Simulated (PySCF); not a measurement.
## Does the structure fit the spectrum?

A compound C$_{5}$H$_{7}$NO$_{2}$Si gives the data below (simulated from a calculation) and was assigned the structure `[H]/N=C(/CC#C[SiH3])C(=O)O`.

13C{1H} NMR (computed): δ 205.9 (C), 186.2 (CH), 155.3 (CH2), 61.7 (C), 59.7 (CH).

1H NMR (300 MHz, computed): δ 9.95 (s, 1H), 7.90 (d, 1H), 7.22 (d, 1H), 4.16 (q, 1H), 3.91 (d, 3H).

[PySCF 2.14.0 with density-fitted response routines: NMR shieldings at PBE0/pcSseg-1/GIAO; GFN2-xTB structure; one computed conformer; isolated molecule; non-relativistic; one averaged value for each set of equivalent atoms]

δ = σ(ref) − σ, references computed at the same level: 1H, 13C against TMS.

**Question.** Compare with the shifts computed for the proposed structure, pairing carbons in order of shift.

**Answer.** Structure with atom numbers: `[H]/[N:1]=[C:2](/[CH2:3][C:4]#[C:5][SiH3:6])[C:7](=[O:8])[OH:9]` (H(Xn): hydrogen on atom n).

```csv
atom,computed for proposal,given list,difference
C2,169.1,205.9,-36.8
C7,163.7,186.2,-22.5
C4,112.6,155.3,-42.7
C5,84.9,61.7,+23.2
C3,31.0,59.7,-28.7
```

The rms difference is 31.8 ppm and the largest -42.7 ppm at C4 (alkyne carbon). The carbon types in order of shift don't match either: C, C, C, C, CH2 for the proposal against C, CH, CH2, C, CH in the data. The proposal doesn't fit.

**Question.** Which isomer fits?

**Answer.** `InChI=1S/C5H7NO2Si/c1-6-5(9)4(2-7)3-8/h2,5H,1H2,9H3/t5-/m1/s1`.

1. Carbon types of the structure: 2 × C, 2 × CH, 1 × CH2, leaving 3 H on heteroatoms.
2. δC 186.2: aldehyde carbonyl carbon; low-lying n→π* states of the double bond to the heteroatom give a large paramagnetic term (-236 ppm).
3. δC 155.3: C=N carbon.
4. δC 61.7: terminal carbon of a ketene.
5. δH 9.95: hydrogen on an aldehyde carbonyl carbon; the C=O anisotropy and electron withdrawal place aldehyde protons far downfield.

Other isomers checked: C=CC(=O)[C@@H](C#N)O[SiH3] (rms 33.0 ppm); C=C[C@@H](C=O)O[SiH2]C#N (rms 40.2 ppm).

The shifts were computed for this structure.

Shifts are as computed. Against solution values, carbons near 30 ppm lie about +3 ppm off and those near 130 ppm about +5 ppm. Of 1211 compounds with measured shifts, 218 miss one by over three times the rms of a fit or turn the order of signals round; such compounds aren't used in these exercises. No couplings were computed; multiplicities are counted from neighbouring protons, with m where these are inequivalent, close in shift, in a saturated or five-membered ring or joined by F or P, and br s for small geminal =CH2 splittings.
